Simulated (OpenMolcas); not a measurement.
An atom or ion with 15 electrons was computed by SS-CASPT2, IPEA 0.25 Eh, imaginary shift 0.1 Eh with spin-orbit coupling (OpenMolcas, ANO-RCC-VQZP, DKH2). The lowest levels that the run gave, each within 12 % of the measured value where one is at hand:

| J | Parity | E (eV) | g |
| --- | --- | --- | --- |
| 3/2 | odd | 0.0000 | 2.002 |
| 3/2 | odd | 1.396 | 0.800 |
| 5/2 | odd | 1.397 | 1.200 |
| 1/2 | odd | 2.279 | 0.666 |
| 3/2 | odd | 2.279 | 1.334 |

Q: Which ion is it, and what are the configurations and terms?

A: P (Z = 15, neutral; active space 5 electrons in 4 orbitals (3s 3p)). J, parity and g give the terms where levels are pure, and mixed ones are named by the computed weights; the size of the splittings, set against known spectra of the 15-electron sequence, gives the charge. In order, with the measured energies in eV (NIST Handbook of Basic Atomic Spectroscopic Data): 3s2 3p3 4S* 3/2, 3s2 3p3 2D* 3/2 (1.4086), 3s2 3p3 2D* 5/2 (1.4105), 3s2 3p3 2P* 1/2 (2.3213), 3s2 3p3 2P* 3/2 (2.3245).

CASPT2 breaks the degeneracy within a term, and the mean is taken; among the terms shown or strongly mixed into the levels shown the widest spread is 140 cm-1 (3s2 3p3 2D*). No level of 3s 3p4 was computed, though it lies in the active space. Computed and measured levels are paired by configuration, term and J; levels that our copy of the source lacks, or whose pairing is in doubt (as where it misses far off the trend of its configuration), stay unpaired and out of the deviations. Only configurations of the active space appear.

* marks odd parity.
